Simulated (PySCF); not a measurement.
**RbH: energy against distance**

Set-up: basis Rb def2-SVP with ECP28, H def2-SVP; scalar-relativistic core potentials; PySCF 2.14. Energies in eV from Rb + H in their ground configurations at the same level. State: ¹Σ⁺ (singlet), closed shell.

| R (Å) | r²SCAN |
| --- | --- |
| 2.080 | -1.361 |
| 2.177 | -1.504 |
| 2.274 | -1.590 |
| 2.346 | -1.624 |
| 2.419 | -1.637 |
| 2.492 | -1.633 |
| 2.588 | -1.607 |
| 2.709 | -1.549 |
| 2.854 | -1.455 |
| 3.048 | -1.306 |

Question: Put a parabola through the three lowest points of the r²SCAN curve and estimate Re, k and ωe (reduced mass 0.996 u; 1 eV/Å² = 0.16022 mdyn/Å; ωe = 1302.8·√(k/μ) cm⁻¹).

Answer: Through R = 2.346, 2.419, 2.492 Å the second-order coefficient is 1.60 eV/Å², so Re ≈ 2.438 Å, k ≈ 0.511 mdyn/Å and ωe ≈ 933 cm⁻¹. A polynomial fit of higher order to the unrounded r²SCAN energies gives Re = 2.437 Å, k = 0.490 mdyn/Å, ωe = 914 cm⁻¹; anharmonicity and rounding make the difference.

The higher-order fit for each curve: r²SCAN: Re = 2.437 Å, ωe = 914 cm⁻¹, De = 1.64 eV.
